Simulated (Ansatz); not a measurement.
The same path of Cl + Cl2FH2O2Ta (9 atoms, charge 0, multiplicity 2) was run twice with different band settings. Made: Ta1–Cl9.

Method: UKS PBE/def2-SVP in Ansatz.

Relaxed end points:

```xyz
9
Properties=species:S:1:pos:R:3
Ta -0.093 -0.005 -0.019
F 1.804 -0.077 0.040
Cl -0.026 0.017 2.371
Cl -0.013 0.032 -2.360
O -1.048 1.627 0.051
H -1.416 2.114 0.810
O -1.104 -1.597 0.041
H -1.604 -2.058 0.738
Cl 4.498 0.045 -0.013
```

```xyz
9
Properties=species:S:1:pos:R:3
Ta 0.298 -0.243 -0.121
F 1.694 -1.523 -0.224
Cl 1.022 -0.124 2.353
Cl 0.312 0.088 -2.422
O -0.762 1.291 0.247
H -0.815 2.199 0.585
O -1.063 -1.513 0.199
H -1.962 -1.416 0.562
Cl 2.274 1.338 0.480
```

Common settings: movable images 5; climbing image yes; optimiser quadratic models (default); start path through a guess of the saddle point; force threshold 0.05 eV/Å; end points relaxed.

| run | spring | iteration limit |
| --- | --- | --- |
| 1 | 5.0 eV/Å² | 52 |
| 2 | 0.1 eV/Å² | 57 |

Question: What does each run give, and how far can it be trusted?

Answer: Run 1: converged after 19 iterations, highest image 0.000 eV above the first end. The highest image is an end point: on this band no image between the ends rises above it.
Run 2: converged after 16 iterations, highest image 0.000 eV above the first end. The highest image is an end point: on this band no image between the ends rises above it.
